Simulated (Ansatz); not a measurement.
Stepwise reaction of `OB(O)O` with ammonia, as a gas-phase model of exchange steps in deposition or etching. ΔE in kJ/mol.

Gas-phase electronic energies from Ansatz, PBE0-D4/def2-TZVP geometries. CCSD(T)/CBS adds triple-zeta CCSD(T) − MP2 to the extrapolated MP2 energy (def2 sets, frozen cores). This one scheme is used for every species. DFT in def2-TZVPP. B3LYP here is the variant with VWN-RPA as its local correlation; programs differ in this. Each species was taken in one conformer, which may not be the lowest.

```tsv
step	reaction	PBE-D4	B3LYP-D4	ωB97M-V	CCSD(T)/CBS
1	`OB(O)O` + NH₃ → `NB(O)O` + H₂O	35.5	37.3	37.7	34.8
3	`NB(N)O` + NH₃ → `NB(N)N` + H₂O	33.6	35.3	35.3	32.2
```

(1) Give the row of step 2, `NB(O)O` + NH₃ → `NB(N)O` + H₂O. (An estimate is asked.)

(2) By hand: ΔE of the 3 steps together at CCSD(T)/CBS.

Results:

(1) Computed: 
| step | reaction | PBE-D4 | B3LYP-D4 | ωB97M-V | CCSD(T)/CBS |
| --- | --- | --- | --- | --- | --- |
| 2 | `NB(O)O` + NH₃ → `NB(N)O` + H₂O | 36.3 | 37.9 | 38.1 | 35.0 |

(2) (34.8) + (35.0) + (32.2) = 102.0 kJ/mol, or 34.0 kJ/mol a step.

In ΔE the steps differ by no more than 2.8 kJ/mol. All are uphill at CCSD(T)/CBS. PBE-D4 differs from CCSD(T)/CBS by 0.7 to 1.4 kJ/mol a step. Isolated molecules leave out the surface, adducts and barriers. Largest T1 diagnostic: 0.012.
